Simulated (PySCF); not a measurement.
Radial density of Cd (cadmium, neutral)

BP86, [Kr] 4d10 5s2, closed-shell 1S. Computed with PySCF 2.14 in def2-TZVP with the def2 core potential (28 electrons), with a scalar-relativistic core potential. This is the valence pseudo-density: the core potential removes the inner electrons and smooths the orbitals near the nucleus.

| r (bohr) | 4πr²ρ (e/bohr) |
| --- | --- |
| 0.0290 | 1.345e-05 |
| 0.0489 | 5.512e-05 |
| 0.0822 | 0.0003779 |
| 0.138 | 0.004371 |
| 0.232 | 0.06865 |
| 0.391 | 1.528 |
| 0.658 | 14.78 |
| 1.11 | 15.86 |
| 1.86 | 3.908 |
| 3.13 | 0.8961 |
| 5.26 | 0.08110 |
| 8.86 | 0.0009673 |

Energies and moments cover only the electrons outside the core potential.
